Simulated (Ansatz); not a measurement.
Be(NH2)2 (BeN2H4). Total charge 0; singlet. Geometry r2SCAN-D4/def2-TZVP.

Cartesian coordinates in Å:
```
Be 0.000 -0.001 0.000
N -1.205 0.643 0.647
H -1.213 1.080 1.555
H -2.123 0.704 0.237
N 1.205 -0.644 -0.647
H 1.469 -1.611 -0.552
H 1.867 -0.171 -1.240
```

Question: Estimate the orbital energies around the gap (eV) in Ansatz with HF/STO-3G, PBE-D4/def2-TZVP, r2SCAN-D4/def2-TZVPD, PBE0-D4/def2-SVP, ωB97M-V/def2-TZVP.

Answer: 
```tsv
orbital	HF/STO-3G	PBE-D4/def2-TZVP	r2SCAN-D4/def2-TZVPD	PBE0-D4/def2-SVP	ωB97M-V/def2-TZVP
HOMO−5	-15.27	-11.22	-11.68	-12.74	-15.28
HOMO−4	-15.26	-11.22	-11.68	-12.74	-15.28
HOMO−3	-13.24	-9.46	-9.90	-11.02	-13.62
HOMO−2	-12.84	-9.32	-9.78	-10.92	-13.38
HOMO−1	-8.35	-5.57	-5.94	-6.83	-9.39
HOMO	-8.35	-5.57	-5.94	-6.83	-9.39
LUMO	9.41	-0.68	-0.16	0.53	0.71
LUMO+1	9.41	0.92	0.73	1.85	3.09
LUMO+2	11.42	0.92	1.01	1.85	3.09
LUMO+3	17.79	1.00	1.01	2.55	3.14
LUMO+4	20.59	2.29	1.86	3.98	4.57
LUMO+5	21.39	2.29	1.86	3.98	4.57
```
